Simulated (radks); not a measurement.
The mean radii <r> (bohr) of the occupied orbitals of an atom or ion are listed with their occupations. Calculated with a radial shooting solver on a logarithmic mesh with Libxc functionals: Dirac Kohn-Sham, relativistic LDA (MacDonald-Vosko exchange, VWN5 correlation), spin-unpolarised, spherical densities, finite nucleus; Fermi nuclear charge, rms radius of each element as measured or else 0.836 A^(1/3) + 0.57 fm.

orbital  occ.      <r>
1s1/2       1  0.09537
2s1/2       2   0.4517
2p1/2       2   0.4005
2p3/2       4   0.4026

Name the element and its charge. Open shells, if any, fill j = l - 1/2 first.

Answer. Z = 16, sulfur, charge +7: S7+ in 1s1 2s2 2p6. The 1s radius gives Z: for a bare nucleus <r> = (2 gamma + 1)/(2Z) with gamma = sqrt(1 - (Z/c)^2), 0.09332 bohr for Z = 16, and screening makes it slightly larger (0.09537 here). The occupations add up to 9, and the charge is Z minus that.
